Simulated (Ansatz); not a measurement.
Relaxation of BrH8NSi2 (12 atoms, charge 0, multiplicity 1), to a largest force component of 0.03 eV/Å in at most 50 steps.

Theory: RHF/def2-SVP in Ansatz.

```xyz
12
Properties=species:S:1:pos:R:3
Si 0.116 -0.116 0.089
Si 0.181 -0.085 2.355
H -0.910 -0.854 3.017
H 1.457 -0.675 2.829
H 0.105 1.312 2.858
H 1.531 -0.108 -0.375
H -0.479 1.140 -0.432
N -0.605 -1.588 -0.461
H -1.523 -1.836 -0.146
H -0.477 -1.873 -1.414
Br -3.234 0.497 0.993
H -2.480 0.057 2.200
```

**Question.** Where does it end, and by what steps?

**Answer.** The run converged. The force dipped under the threshold on the way, but the program's further checks kept it going. After 25 steps the energy has fallen by 0.425 eV; Br11 moved furthest, 1.54 Å.

| step | energy less start (eV) | largest force component (eV/Å) | accepted |
| --- | --- | --- | --- |
| 0 | 0.0000 | 1.614 | yes |
| 1 | -0.2832 | 0.248 | yes |
| 2 | -0.3445 | 0.162 | yes |
| 3 | -0.3717 | 0.112 | yes |
| 4 | -0.3864 | 0.067 | yes |
| 5 | -0.3912 | 0.134 | yes |
| 6 | -0.3970 | 0.266 | yes |
| 7 | -0.4057 | 0.138 | yes |
| 8 | -0.4081 | 0.177 | yes |
| 9 | -0.4103 | 0.149 | yes |
| 10 | -0.4132 | 0.157 | yes |
| 11 | -0.4155 | 0.085 | yes |
| 12 | -0.4168 | 0.150 | yes |
| 13 | -0.4181 | 0.092 | yes |
| 14 | -0.4195 | 0.069 | yes |
| 15 | -0.4200 | 0.076 | yes |
| 16 | -0.4208 | 0.138 | yes |
| 17 | -0.4214 | 0.104 | yes |
| 18 | -0.4220 | 0.052 | yes |
| 19 | -0.4228 | 0.066 | yes |
| 20 | -0.4232 | 0.134 | yes |
| 21 | -0.4237 | 0.088 | yes |
| 22 | -0.4242 | 0.028 | yes |
| 23 | -0.4243 | 0.057 | yes |
| 24 | -0.4238 | 0.091 | no |
| 25 | -0.4250 | 0.020 | yes |

```xyz
12
Properties=species:S:1:pos:R:3
Si 0.500 -0.103 -0.021
Si 0.482 0.060 2.342
H -0.912 0.230 2.837
H 1.043 -1.165 2.966
H 1.274 1.232 2.797
H 1.860 -0.462 -0.499
H 0.198 1.247 -0.580
N -0.585 -1.361 -0.501
H -1.529 -1.374 -0.164
H -0.535 -1.741 -1.428
Br -4.371 -0.509 1.273
H -3.742 -0.184 2.491
```

Whether the end is a true minimum wasn't checked by a vibrational analysis.

Run time: 55 s on 2 threads of Arm Neoverse V1, with other jobs on the host, peak memory 0.29 GiB.
